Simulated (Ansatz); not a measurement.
A run of Ansatz (development build ahead of 0.2.0) on singlet Be₆ at this shape:

```xyz
6

Be    2.4150    0.0000    0.0000
Be    1.2075    2.0915    0.0000
Be   -1.2075    2.0915    0.0000
Be   -2.4150    0.0000    0.0000
Be   -1.2075   -2.0915    0.0000
Be    1.2075   -2.0915    0.0000
```

Its results:

```yaml
Converged: yes
Reference_energy: -87.51499 hartree
Correlation_energy: -0.13237 hartree
Total_energy: -87.64736 hartree
```

Forces (eV/Å):
```json
{"atom": "Be1", "Fx": "-1.035", "Fy": "0.000", "Fz": "0.000"}
{"atom": "Be2", "Fx": "-0.517", "Fy": "-0.896", "Fz": "0.000"}
{"atom": "Be3", "Fx": "0.517", "Fy": "-0.896", "Fz": "0.000"}
{"atom": "Be4", "Fx": "1.035", "Fy": "0.000", "Fz": "0.000"}
{"atom": "Be5", "Fx": "0.517", "Fy": "0.896", "Fz": "0.000"}
{"atom": "Be6", "Fx": "-0.517", "Fy": "0.896", "Fz": "0.000"}
```

Q: Which input gives this output? Name the method, the orbitals and the basis set, and write the input.

A: RHF-MP2 in 6-31G. An unrestricted run that stays on the closed shell gives the same numbers.

```yaml
crystal:
  periodic: [false, false, false]
  atoms:
    - { symbol: Be, position_ang: [2.415, 0.0, 0.0] }
    - { symbol: Be, position_ang: [1.2075, 2.09145, 0.0] }
    - { symbol: Be, position_ang: [-1.2075, 2.09145, 0.0] }
    - { symbol: Be, position_ang: [-2.415, 0.0, 0.0] }
    - { symbol: Be, position_ang: [-1.2075, -2.09145, 0.0] }
    - { symbol: Be, position_ang: [1.2075, -2.09145, 0.0] }
basis:
  gaussian: { orbitals: "6-31G" }
hamiltonian:
  xc: hf
correlation:
  method: mp2
  frozen_orbitals: { Be: 0 }
output:
  forces: true
```

Caution: bonds are stretched, where a single reference can fail; stretched shape with no unrestricted run beside it, a lower state can exist.
